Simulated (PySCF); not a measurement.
How methods differ on the ionisation energy of Rh⁺

Rh⁺ [Kr] 4d8 (3F) → Rh²⁺ [Kr] 4d7 (4F), as a difference of total energies. Computed with PySCF 2.14 in aug-cc-pwCVTZ-DK, with the spin-free X2C one-electron Hamiltonian (Gaussian nucleus). Correlated levels: valence: [Kr] frozen; valence and next inner shell: [Ar] 3d10 frozen. The calculations carry no spin-orbit coupling.

```json
{"method": "UHF", "ionisation energy (eV)": "16.137", "plus first-order spin-orbit estimate": "16.115", "difference from reference of that sum (eV)": "-1.965"}
{"method": "LDA", "ionisation energy (eV)": "18.856", "plus first-order spin-orbit estimate": "18.834", "difference from reference of that sum (eV)": "+0.754"}
{"method": "PBE", "ionisation energy (eV)": "18.466", "plus first-order spin-orbit estimate": "18.443", "difference from reference of that sum (eV)": "+0.363"}
{"method": "PBE0", "ionisation energy (eV)": "18.166", "plus first-order spin-orbit estimate": "18.144", "difference from reference of that sum (eV)": "+0.064"}
{"method": "r2SCAN", "ionisation energy (eV)": "18.174", "plus first-order spin-orbit estimate": "18.152", "difference from reference of that sum (eV)": "+0.072"}
{"method": "MN15", "ionisation energy (eV)": "18.394", "plus first-order spin-orbit estimate": "18.371", "difference from reference of that sum (eV)": "+0.291"}
{"method": "BP86", "ionisation energy (eV)": "18.609", "plus first-order spin-orbit estimate": "18.586", "difference from reference of that sum (eV)": "+0.506"}
{"method": "BLYP", "ionisation energy (eV)": "18.456", "plus first-order spin-orbit estimate": "18.434", "difference from reference of that sum (eV)": "+0.354"}
{"method": "MP2 (valence)", "ionisation energy (eV)": "17.944", "plus first-order spin-orbit estimate": "17.921", "difference from reference of that sum (eV)": "-0.159"}
{"method": "SCS-MP2 (valence)", "ionisation energy (eV)": "17.964", "plus first-order spin-orbit estimate": "17.942", "difference from reference of that sum (eV)": "-0.138"}
{"method": "MP2 (valence and next inner shell)", "ionisation energy (eV)": "18.115", "plus first-order spin-orbit estimate": "18.092", "difference from reference of that sum (eV)": "+0.012"}
{"method": "SCS-MP2 (valence and next inner shell)", "ionisation energy (eV)": "17.977", "plus first-order spin-orbit estimate": "17.954", "difference from reference of that sum (eV)": "-0.126"}
```

Reference: 18.08 eV (semi-empirical (NIST evaluation); NIST Atomic Spectra Database, ionization energies).

A first-order spin-orbit estimate (lowest level to lowest level, LS coupling) adds -0.022 eV.
